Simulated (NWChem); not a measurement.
Species: C3H3O3, doublet; SMILES O=C1O[CH]CO1

```xyz
9

O     -0.0391    -1.9982     0.0243
C     -0.0150    -0.8160     0.0039
O      1.1251    -0.0626     0.0275
C      0.8023     1.2545    -0.0904
C     -0.6829     1.3581    -0.0101
O     -1.0817    -0.0021    -0.0450
H      1.5458     1.9712     0.2552
H     -1.0519     1.8246     0.9243
H     -1.1437     1.8954    -0.8576
```
Atoms are numbered in this order, from 1.

Results from NWChem. Pople sets run with spherical d functions. Spin-unrestricted. Geometry: optimised at PBE0/def2-SVP, spin-unrestricted. Not confirmed as a minimum by frequencies. No stability test was run on the SCF state. Atomic charges in e: unrestrained fits to the electrostatic potential beside Mulliken populations; buried atoms are poorly determined by the fit.

For level UHF/6-31G*:

```
Item         Result
-----------  ------
Mulliken O1   -0.55
ESP C2         1.05
Mulliken C2    1.10
Mulliken O3   -0.61
Mulliken C5   -0.04
```

Q: Estimate the same quantities for level B3LYP/def2-SVP.

A: The Mulliken O1 comes out as -0.16 and the ESP C2 comes out as 0.94. The Mulliken C2 comes out as 0.29 and the Mulliken O3 is -0.23. The Mulliken C5 is 0.22.
